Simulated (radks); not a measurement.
Spin polarisation of the 5p2 shell in Te2+. Start: [Kr] 4d10 5s2 5p(up 1, down 1); electrons of 5p are moved from spin down to spin up, other shells keep equal spins. Calculated with a radial shooting solver on a logarithmic mesh with Libxc functionals: non-relativistic Kohn-Sham, r2SCAN, spin-polarised, spherical densities, point nucleus; meta-GGA in the generalised Kohn-Sham scheme.

| moment (Bohr magnetons) | E - E(0) (eV) | e(5p up) (eV) | e(5p down) (eV) | 5s down minus up (eV) |
|---|---|---|---|---|
| 0 | 0.000 | -22.344 | -22.344 | 0.000 |
| 0.5 | -0.075 | -22.629 | -22.026 | 0.602 |
| 1 | -0.303 | -22.886 | -21.667 | 1.210 |
| 1.5 | -0.688 | -23.119 | -21.248 | 1.825 |
| 2 | -1.248 | -23.331 | -20.697 | 2.459 |

At moment 2 the spin-polarisation energy is -1.248 eV and the 5p exchange splitting 2.634 eV, that is 1.317 eV per Bohr magneton; E = -I m^2/4 would give I = 1.248 eV.
